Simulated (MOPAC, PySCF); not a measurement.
C7H6BF3, SMILES `FC(F)(F)c1c(cccc1)B`, neutral singlet in the gas phase. 

Cartesian coordinates (Å):
```xyz
17

B     -1.6115     1.5825     0.0770
C     -0.2523     0.7996     0.0280
C      1.0142     1.4119     0.0186
C      2.1803     0.6450    -0.0264
C      2.1159    -0.7537    -0.0662
C      0.8736    -1.3861    -0.0601
C     -0.2857    -0.6044    -0.0122
C     -1.6320    -1.2484     0.0008
F     -1.8653    -1.9956     1.0838
F     -1.8797    -2.0107    -1.0677
F     -2.5968    -0.2501     0.0019
H     -2.0634     1.9417     1.1381
H     -2.0779     2.0462    -0.9363
H      1.0923     2.5034     0.0481
H      3.1544     1.1432    -0.0317
H      3.0333    -1.3471    -0.1032
H      0.8005    -2.4774    -0.0926
```
Charge 0, multiplicity 1.

All levels are single points at this geometry (r2SCAN-D4/def2-SVP); Pople sets use spherical d functions. Orbital energies aren't observables, and empty levels follow the basis.

B3LYP/6-311+G** in PySCF gives HOMO (eV) = -7.32.

Problem. Estimate the HOMO (eV) from each of these levels: r2SCAN-D4/def2-TZVP in PySCF; B3LYP/3-21G in PySCF; B3LYP/6-31G* in PySCF; M06-2X/6-31G* in PySCF; PBE/6-31G* in PySCF; SVWN5/6-31G* in PySCF; HF/6-31G* in PySCF; HF/STO-3G in PySCF; AM1 in MOPAC; PM3 in MOPAC; PM6 in MOPAC; PM7 in MOPAC.

Solution. 
```tsv
level	HOMO (eV)
r2SCAN-D4/def2-TZVP in PySCF	-6.65
B3LYP/3-21G in PySCF	-7.09
B3LYP/6-31G* in PySCF	-6.94
M06-2X/6-31G* in PySCF	-8.36
PBE/6-31G* in PySCF	-6.13
SVWN5/6-31G* in PySCF	-6.28
HF/6-31G* in PySCF	-9.27
HF/STO-3G in PySCF	-7.61
AM1 in MOPAC	-9.76
PM3 in MOPAC	-9.86
PM6 in MOPAC	-9.77
PM7 in MOPAC	-9.94
```
